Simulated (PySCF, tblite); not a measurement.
Species: C₃H₆ClFSi₂.
Geometry (GFN2-xTB, Å), atoms numbered from 1 in this order:
```
atom  x, y, z in Å
C1     2.6102    1.5151    0.1275
C2     1.9568    0.5140   -0.0020
Si3    0.9816   -1.0501   -0.1702
C4    -0.8112   -0.6568    0.3619
Si5   -1.7510    0.4723   -0.8198
F6    -1.8251   -0.3018   -2.2353
Cl7   -3.6563    0.7516   -0.2413
H8     3.1785    2.3947    0.2356
H9     1.0363   -1.5095   -1.5593
H10    1.5410   -2.0482    0.7523
H11   -1.3529   -1.6000    0.4570
H12   -0.7925   -0.2164    1.3588
H13   -1.1198    1.7355   -1.1442
```

Theory: wB97X-D/def2-SVPD in PySCF (dipole) on a GFN2-xTB geometry, gas phase.

Take the most abundant isotopes and a rigid rotor. The values belong to one conformer with, in the numbering `[CH:1]#[C:2][SiH2:3][CH2:4][Si@@H:5]([F:6])[Cl:7]`, C2–Si3–C4–Si5 69°, Si3–C4–Si5–F6 61°.

Q: Give the principal moments of inertia and the rotational constants in MHz.

A: Ia = 185.31, Ib = 761.86, Ic = 800.70 u·Å²; 505379 MHz·u·Å²/I gives A = 2727, B = 663.4, C = 631.2 MHz.

Q: What kind of rotor is it?

A: A near-prolate asymmetric top: κ = (2 × 663.4 − 2727 − 631.2)/(2727 − 631.2) = -0.97.

Q: What does the inertial defect say?

A: Not planar: Δ = Ic − Ia − Ib = -146.47 u·Å². For a rigid frame Δ = −2 Σ m c², so Σ m c² = 73.23 u·Å² lies off the ab plane: 11.11 from hydrogen and 62.13 from heavier atoms. The atom farthest from that plane is 1.78 Å away.

Q: Where do the levels up to J = 3 lie, in MHz?

A: Above 0(0,0):
J = 1: 1(0,1) 1295, 1(1,1) 3358, 1(1,0) 3391
J = 2: 2(0,2) 3883, 2(1,2) 5915, 2(1,1) 6012, 2(2,1) 12204, 2(2,0) 12204
J = 3: 3(0,3) 7765, 3(1,3) 9750, 3(1,2) 9943, 3(2,2) 16087, 3(2,1) 16089, 3(3,1) 26487, 3(3,0) 26487
Those of J = 1 are B + C, A + C and A + B.

Q: Which lines would a microwave search look for?

A: The dipole components are |μa| = 1.61 D, |μb| = 1.00 D, |μc| = 1.15 D. The squared components, which scale the intensities, stand as 1.00 : 0.39 : 0.51 (a : b : c). Some lines, for components of 0.1 D or more:

```tsv
type	branch	J(Ka,Kc)	MHz	lower level (cm⁻¹)
a	R	1(0,1) ← 0(0,0)	1295	0.000
c	Q	2(1,2) ← 2(0,2)	2032	0.130
c	Q	1(1,1) ← 1(0,1)	2064	0.043
b	Q	2(1,1) ← 2(0,2)	2129	0.130
a	R	2(0,2) ← 1(0,1)	2589	0.043
a	R	2(1,1) ← 1(1,0)	2621	0.113
c	R	1(1,0) ← 0(0,0)	3391	0.000
c	R	2(1,1) ← 1(0,1)	4717	0.043
c	Q	2(2,1) ← 2(1,1)	6192	0.201
b	Q	2(2,0) ← 2(1,1)	6192	0.201
b	R	2(2,1) ← 1(1,0)	8813	0.113
c	R	2(2,0) ← 1(1,0)	8813	0.113
c	R	2(2,1) ← 1(1,1)	8845	0.112
b	R	2(2,0) ← 1(1,1)	8845	0.112
```

Q: Estimate the classical rotational partition function at 50 K, 100 K and 500 K.

A: Point group C1, symmetry number σ = 1; q = (√π/σ)·√((kT/h)³/(ABC)), k/h = 20836.6 MHz/K: 55800 at 50 K, 158000 at 100 K, 1760000 at 500 K.

Its GFN2-xTB frequencies are all real (lowest 24 cm⁻¹). These are rigid-rotor constants of the computed structure; measured ground-state constants (B0) also hold zero-point vibration. Quadrupole hyperfine structure (35Cl) is left out.

Hardware: one thread of an Intel Xeon at 2.50 GHz, shared host with 64 logical CPUs at a one-minute load of 59. Cost: 2.0 min wall, 1.8 min CPU (with the writing of density and orbital grids), 0.87 GiB resident at most. This is the wB97X-D/def2-SVPD job that gave the dipole, with the excitations it also computed.
